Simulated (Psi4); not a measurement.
Psi4 input (wB97X-D/6-311+G**):

```
memory 1500 MB

molecule {
-1 1
F    -2.28438100    0.89211400   -0.55322800
Si   -1.30877200   -0.21792500    0.19425600
Si    1.07689900   -0.08226200   -0.54454400
F     1.52699700   -1.39324400    0.41842200
F     1.52588500    1.14490500    0.51496500
H    -1.97530300   -1.52681900   -0.16646100
H    -1.69497800   -0.06453100    1.64906800
symmetry c1
no_reorient
no_com
}

set {
  basis 6-311+G**
  reference rks
  scf_type df
  df_basis_scf def2-universal-jkfit
  dft_radial_points 99
  dft_spherical_points 590
  e_convergence 1e-8
  d_convergence 1e-7
  maxiter 150
}

e = energy('wb97x-d')
print_out(f'\nFINAL {e:.10f} DIPOLE {variable("CURRENT DIPOLE")[0]:.6f} {variable("CURRENT DIPOLE")[1]:.6f} {variable("CURRENT DIPOLE")[2]:.6f}\n')
```

Output:

```
   => Loading Basis Set <=

    Name: 6-311+G**
    Role: ORBITAL
    Keyword: BASIS
    atoms 1, 4-5 entry F          line   192 file 6-311pgss.gbs
    atoms 2-3    entry SI         line   351 file 6-311pgss.gbs
    atoms 6-7    entry H          line    42 file 6-311pgss.gbs

   => WB97X-D: Empirical Dispersion <=

    Chai and Head-Gordon Dispersion Correction
    Chai, J.-D.; Head-Gordon, M. (2010), J. Chem. Phys., 132: 6615-6620

        s6 =       1.000000

         ---------------------------------------------------------
                                   SCF
               by Justin Turney, Rob Parrish, Andy Simmonett
                          and Daniel G. A. Smith
                              RKS Reference
         ---------------------------------------------------------

  ==> Geometry <==

    Molecular point group: c1
    Full point group: C1

    Geometry (in Angstrom), charge = -1, multiplicity = 1:

       Center              X                  Y                   Z               Mass
    ------------   -----------------  -----------------  -----------------  -----------------
         F           -2.284381000000     0.892114000000    -0.553228000000    18.998403162730
         SI          -1.308772000000    -0.217925000000     0.194256000000    27.976926534650
         SI           1.076899000000    -0.082262000000    -0.544544000000    27.976926534650
         F            1.526997000000    -1.393244000000     0.418422000000    18.998403162730
         F            1.525885000000     1.144905000000     0.514965000000    18.998403162730
         H           -1.975303000000    -1.526819000000    -0.166461000000     1.007825032230
         H           -1.694978000000    -0.064531000000     1.649068000000     1.007825032230

  Running in c1 symmetry.

  Rotational constants: A =      0.17295  B =      0.05478  C =      0.04700 [cm^-1]
  Rotational constants: A =   5184.80329  B =   1642.30403  C =   1408.98002 [MHz]
  Nuclear repulsion =  282.945939130806266

  Charge       = -1
  Multiplicity = 1
  Electrons    = 58
  Nalpha       = 29
  Nbeta        = 29

  ==> Algorithm <==

  SCF Algorithm Type is DF.
  DIIS enabled.
  MOM disabled.
  Fractional occupation disabled.
  Guess Type is SAD.
  Energy threshold   = 1.00e-08
  Density threshold  = 1.00e-07
  Integral threshold = 1.00e-12

  ==> Primary Basis <==

  Basis Set: 6-311+G**
    Blend: 6-311+G**
    Number of shells: 66
    Number of basis functions: 138
    Number of Cartesian functions: 143
    Spherical Harmonics?: true
    Max angular momentum: 2

  ==> DFT Potential <==

   => LibXC <=

    Version 7.1.2
    S. Lehtola, C. Steigemann, M. J. T. Oliveira, and M. A. L. Marques,  SoftwareX 7, 1–5 (2018) (10.1016/j.softx.2017.11.002)

   => Composite Functional: WB97X-D <=

    wB97X-D Hyb-GGA Exchange-Correlation Functional

    J.-D. Chai and M. Head-Gordon,  Phys. Chem. Chem. Phys. 10, 6615–6620 (2008) (10.1039/B810189B)

    Deriv               =              1
    GGA                 =           TRUE
    Meta                =          FALSE

    Exchange Hybrid     =           TRUE
    MP2 Hybrid          =          FALSE

   => Exchange-Correlation Functionals <=

    1.0000   wB97X-D range-separated functional

   => Exact (HF) Exchange <=

    0.7780            HF,LR [omega = 0.2000]
    0.2220               HF

   => LibXC Density Thresholds  <==

    XC_HYB_GGA_XC_WB97X_D:  1.00E-14

   => Molecular Quadrature <=

    Radial Scheme          =       TREUTLER
    Pruning Scheme         =           NONE
    Nuclear Scheme         =       TREUTLER

    Blocking Scheme        =         OCTREE
    BS radius alpha        =              1
    Pruning alpha          =              1
    Radial Points          =             99
    Spherical Points       =            590
    Total Points           =         394470
    Total Blocks           =           2860
    Max Points             =            256
    Max Functions          =            124
    Weights Tolerance      =       1.00E-15

   => Loading Basis Set <=

    Name: DEF2-UNIVERSAL-JKFIT
    Role: JKFIT
    Keyword: DF_BASIS_SCF
    atoms 1, 4-5 entry F          line   378 file def2-universal-jkfit.gbs
    atoms 2-3    entry SI         line   737 file def2-universal-jkfit.gbs
    atoms 6-7    entry H          line    18 file def2-universal-jkfit.gbs

  ==> Integral Setup <==

  SCF_SUBTYPE=INCORE selected. In-core MEM_DF algorithm will be used.
  Using in-core AOs.

  ==> MemDFJK: Density-Fitted J/K Matrices <==

    J tasked:                   Yes
    K tasked:                   Yes
    wK tasked:                  Yes
    Omega:                2.000E-01
    Algorithm:                 Core
    Schwarz Cutoff:           1E-12
    Mask sparsity (%):      10.5545
    Fitting Condition:        1E-10

   => Auxiliary Basis Set <=

  Basis Set: DEF2-UNIVERSAL-JKFIT
    Blend: DEF2-UNIVERSAL-JKFIT
    Number of shells: 163
    Number of basis functions: 523
    Number of Cartesian functions: 629
    Spherical Harmonics?: true
    Max angular momentum: 4

  Cached 50.0% of DFT collocation blocks in 0.506 [GiB].

  Minimum eigenvalue in the overlap matrix is 1.2739607096E-03.
  Reciprocal condition number of the overlap matrix is 1.7992154646E-04.
    Using symmetric orthogonalization.

  ==> Pre-Iterations <==

  SCF Guess: Superposition of Atomic Densities via on-the-fly atomic UHF (no occupation information).

   -------------------------
    Irrep   Nso     Nmo
   -------------------------
     A        138     138
   -------------------------
    Total     138     138
   -------------------------

  ==> Iterations <==

                           Total Energy        Delta E     RMS |[F,P]|

   @DF-RKS iter SAD:  -878.69978323008490   -8.78700e+02   0.00000e+00
   @DF-RKS iter   1:  -879.75114048600835   -1.05136e+00   5.71842e-03 DIIS/ADIIS
   @DF-RKS iter   2:  -879.71297944898276    3.81610e-02   6.64621e-03 DIIS/ADIIS
   @DF-RKS iter   3:  -879.93375858585921   -2.20779e-01   6.35087e-04 DIIS/ADIIS
   @DF-RKS iter   4:  -879.93575733210821   -1.99875e-03   1.02140e-04 DIIS/ADIIS
   @DF-RKS iter   5:  -879.93596027884507   -2.02947e-04   3.32670e-05 DIIS
   @DF-RKS iter   6:  -879.93598098906807   -2.07102e-05   2.52901e-05 DIIS
   @DF-RKS iter   7:  -879.93598792910723   -6.94004e-06   5.28531e-06 DIIS
   @DF-RKS iter   8:  -879.93598920509612   -1.27599e-06   1.53729e-06 DIIS
   @DF-RKS iter   9:  -879.93598928355914   -7.84630e-08   1.00421e-06 DIIS
   @DF-RKS iter  10:  -879.93598930189501   -1.83359e-08   2.90418e-07 DIIS
   @DF-RKS iter  11:  -879.93598930466123   -2.76623e-09   7.73261e-08 DIIS
  Energy and wave function converged.

  ==> Post-Iterations <==

   Electrons on quadrature grid:
      Ntotal   =   58.0000007738 ; deviation = 7.738e-07

    Orbital Energies [Eh]
    ---------------------

    Doubly Occupied:

       1A    -66.112852     2A    -66.112376     3A    -24.625575
       4A    -24.599287     5A    -24.598184     6A     -5.244222
       7A     -5.238758     8A     -3.591343     9A     -3.587607
      10A     -3.585399    11A     -3.584992    12A     -3.583220
      13A     -3.578877    14A     -1.115379    15A     -1.094554
      16A     -1.076591    17A     -0.487475    18A     -0.447847
      19A     -0.377699    20A     -0.371662    21A     -0.367666
      22A     -0.365247    23A     -0.348514    24A     -0.335111
      25A     -0.320370    26A     -0.304009    27A     -0.253466
      28A     -0.221581    29A     -0.096327

    Virtual:

      30A      0.172284    31A      0.182946    32A      0.193109
      33A      0.195941    34A      0.209153    35A      0.211953
      36A      0.235228    37A      0.242575    38A      0.251489
      39A      0.275153    40A      0.295230    41A      0.311588
      42A      0.338810    43A      0.345062    44A      0.425890
      45A      0.441628    46A      0.459601    47A      0.461837
      48A      0.477234    49A      0.482177    50A      0.489309
      51A      0.491632    52A      0.517279    53A      0.534373
      54A      0.535518    55A      0.548780    56A      0.554827
      57A      0.560281    58A      0.564790    59A      0.587383
      60A      0.619740    61A      0.642057    62A      0.679634
      63A      0.696214    64A      0.790343    65A      0.813796
      66A      0.839040    67A      0.851239    68A      0.915321
      69A      0.928291    70A      0.948503    71A      1.000706
      72A      1.085589    73A      1.144829    74A      1.166427
      75A      1.173021    76A      1.438622    77A      1.453963
      78A      1.495037    79A      1.515799    80A      1.530456
      81A      1.553532    82A      1.563069    83A      1.589753
      84A      1.592296    85A      1.613790    86A      1.618262
      87A      1.640200    88A      1.664316    89A      1.680470
      90A      1.695455    91A      1.714808    92A      1.757100
      93A      1.850172    94A      1.875396    95A      2.189121
      96A      2.236359    97A      2.245621    98A      2.279682
      99A      2.318894   100A      2.823736   101A      2.913519
     102A      4.040897   103A      4.043597   104A      4.060161
     105A      4.064041   106A      4.066108   107A      4.074175
     108A      4.075933   109A      4.085302   110A      4.089594
     111A      4.092759   112A      4.125065   113A      4.155384
     114A      4.242114   115A      4.342383   116A      4.414566
     117A      5.866978   118A      5.914565   119A      6.556209
     120A      6.585038   121A      6.589194   122A      6.617030
     123A      6.627848   124A      6.636979   125A      6.641146
     126A      6.676601   127A      6.701479   128A     11.611034
     129A     11.660476   130A     11.678827   131A     11.690601
     132A     11.691872   133A     11.731753   134A     67.109342
     135A     67.130729   136A     67.146619   137A    141.341695
     138A    141.390238

    Final Occupation by Irrep:
              A
    DOCC [    29 ]
    NA   [    29 ]
    NB   [    29 ]

  @DF-RKS Final Energy:  -879.93598930466123

   => Energetics <=

    Nuclear Repulsion Energy =            282.9459391308062663
    One-Electron Energy =               -1797.9425196957495245
    Two-Electron Energy =                 688.3854452101395509
    DFT Exchange-Correlation Energy =     -53.3227606515535015
    Empirical Dispersion Energy =          -0.0020932983039970
    VV10 Nonlocal Energy =                  0.0000000000000000
    Total Energy =                       -879.9359893046612342

Computation Completed

Properties will be evaluated at   0.000000,   0.000000,   0.000000 [a0]

Properties computed using the SCF density matrix

 Multipole Moments:

 ------------------------------------------------------------------------------------
     Multipole            Electronic (a.u.)      Nuclear  (a.u.)        Total (a.u.)
 ------------------------------------------------------------------------------------

 L = 1.  Multiply by 2.5417464519 to convert [e a0] to [Debye]
 Dipole X            :         -0.5870087            0.0000113           -0.5869973
 Dipole Y            :         -0.0933419            0.0000132           -0.0933287
 Dipole Z            :          0.3012661            0.0000113            0.3012775
 Magnitude           :                                                    0.6663664

 ------------------------------------------------------------------------------------

FINAL -879.9359893047 DIPOLE -0.586997 -0.093329 0.301277

*** Psi4 exiting successfully. Buy a developer a beer!
```

The dipole moment of an ion depends on the origin.

The geometry given is a B3LYP-D3(BJ)/def2-TZVP minimum.
